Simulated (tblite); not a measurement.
Si3B11H18N (borane carborane) at step 2 of a GFN2-xTB optimisation (tblite, gas phase), coordinates in Å:

```
  1 N    -0.211    1.189    2.055
  2 B     0.667    1.763    0.683
  3 B     1.204    0.345    1.561
  4 B    -0.211    1.217   -0.730
  5 B     0.669   -1.077    0.686
  6 B    -1.632    0.345    1.568
  7 B    -0.208   -0.528    2.106
  8 B    -1.082    1.759    0.689
  9 B     1.205    0.337   -0.200
 10 B    -0.208   -0.539   -0.745
 11 B    -1.087   -1.083    0.677
 12 B    -1.631    0.340   -0.203
 13 H    -0.210    1.706    2.894
 14 H     1.283    2.778    0.719
 15 H     2.205    0.370    2.216
 16 H    -2.620    0.366    2.215
 17 H    -0.209   -1.121    3.132
 18 H    -1.701    2.777    0.722
 19 H     2.232    0.348   -0.816
 20 H    -1.717   -2.095    0.694
 21 H    -2.651    0.350   -0.815
 22 Si   -0.207   -1.547   -2.375
 23 H    -1.481   -2.315   -2.552
 24 H     0.904   -2.542   -2.421
 25 H    -0.057   -0.669   -3.574
 26 Si   -0.208    2.229   -2.381
 27 H     1.103    2.161   -3.069
 28 H    -0.498    3.679   -2.135
 29 H    -1.241    1.737   -3.335
 30 Si    1.678   -2.715    0.677
 31 H     0.923   -3.836    0.060
 32 H     2.039   -3.149    2.070
 33 H     2.957   -2.578   -0.075
```

Problem. What are the forces on the atoms (eV/Å)?

Solution. 
```
  1 N    -0.03   -1.53   -2.44
  2 B     0.14    0.23    0.04
  3 B     0.41    0.03    0.29
  4 B    -0.01    0.19   -0.13
  5 B    -0.09    0.11    0.08
  6 B    -0.11   -0.03    0.05
  7 B    -0.06   -0.10    0.15
  8 B    -0.23    0.32    0.06
  9 B     0.56    0.04   -0.23
 10 B    -0.06    0.10    0.27
 11 B    -0.29   -0.36    0.10
 12 B    -0.42   -0.01   -0.10
 13 H     0.00    0.54    0.86
 14 H    -0.27   -0.13    0.47
 15 H    -0.58    0.28    0.11
 16 H     0.34    0.29    0.25
 17 H     0.01    0.53    0.10
 18 H     0.32   -0.21    0.47
 19 H    -0.28    0.06    0.26
 20 H     0.13    0.27    0.10
 21 H     0.17    0.06    0.19
 22 Si   -0.10   -0.32   -0.48
 23 H     0.27    0.06   -0.14
 24 H    -0.17    0.06   -0.17
 25 H    -0.02   -0.29    0.04
 26 Si   -0.13    0.16   -0.08
 27 H    -0.13    0.14   -0.07
 28 H     0.07   -0.16   -0.21
 29 H     0.17    0.25    0.04
 30 Si    0.26   -0.35    0.15
 31 H     0.20    0.01    0.14
 32 H     0.04   -0.06   -0.31
 33 H    -0.10   -0.17    0.17
```
